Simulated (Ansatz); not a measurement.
C₂H₄BClO, relaxed with RKS PBE-D4/def2-SVP in the Gaussian-basis code of Ansatz from a rough embedded geometry. The force threshold is 0.03 eV/Å; the program also tests the step.

Total charge 0; spin multiplicity 1. The bonds changed during the relaxation, so this is another structure than the one it started from.

Start:

```xyz
9

B    -1.284    0.552   -0.275
C     0.152    0.338    0.269
Cl    0.933    1.681    1.076
C     0.998   -0.731   -0.149
O     0.281   -0.842    0.996
H    -1.519    0.548   -1.448
H    -2.232    0.600    0.478
H     0.555   -1.435   -0.938
H     2.116   -0.711   -0.009
```

| step | energy (eV) | largest force (eV/Å) | largest move (Å) |
| --- | --- | --- | --- |
| 1 | -17363.9839 | 3.858 | 0.000 |
| 2 | -17364.3140 | 1.745 | 0.127 |
| 3 | -17364.3918 | 0.489 | 0.095 |
| 4 | -17364.4137 | 0.471 | 0.060 |
| 5 | -17364.4305 | 0.377 | 0.035 |
| 6 | -17364.4913 | 0.422 | 0.196 |
| 7 | -17364.5520 | 0.675 | 0.190 |
| 8 | -17364.6269 | 0.804 | 0.190 |
| 9 | -17364.7998 | 0.778 | 0.199 |
| 10 (rejected) | -17364.7564 | 1.387 | 0.198 |
| 11 | -17364.8596 | 0.335 | 0.098 |
| 12 | -17364.8682 | 0.151 | 0.100 |
| 13 | -17364.8734 | 0.178 | 0.071 |
| 14 | -17364.8747 | 0.021 | 0.010 |

End:

```xyz
9

B    -1.190    0.846   -0.089
C    -0.103   -0.259    0.125
Cl    0.264    2.003    0.547
C     1.124   -0.978   -0.192
O     0.248   -1.142    1.017
H    -1.432    1.074   -1.262
H    -2.106    0.807    0.710
H     1.096   -1.836   -0.884
H     2.100   -0.515    0.028
```

Run time 21 s (2 threads of an Arm Neoverse V2 on a shared host); peak host memory 0.15 GiB.
